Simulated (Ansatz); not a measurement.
Basis-set extrapolation for CH5O2Si (`[CH2][SiH](O)O`) radical (PBE0-D4/def2-TZVP geometry, frozen core, Ansatz 0.2.0). Multiplicity 2, UHF reference.

```json
{"": "HF", "def2-TZVPP": "-479.610800", "def2-QZVPP": "-479.629637"}
{"": "MP2 correlation", "def2-TZVPP": "-0.743672", "def2-QZVPP": "-0.803099"}
{"": "CCSD(T) correlation", "def2-TZVPP": "-0.801027", "def2-QZVPP": "not run"}
```

Energies in hartree. Use E(X) = E(∞) + A·exp(−7.88·√X) for Hartree–Fock and E(X) = E(∞) + B·X^(−2.97) for correlation, with X = 3 and 4, and add CCSD(T) minus MP2 of the smaller set to the MP2 limit.

Task: What is the CCSD(T) energy at the basis-set limit?

Result: HF limit: -479.629637 + (-0.018837) × 0.13774 = -479.63223. MP2 limit: -0.803099 + (-0.059427) × 0.74074 = -0.84712. Higher-order term: -0.801027 − (-0.743672) = -0.05736. Total: -480.53671 hartree, 327.9 kJ/mol below CCSD(T)/def2-TZVPP.
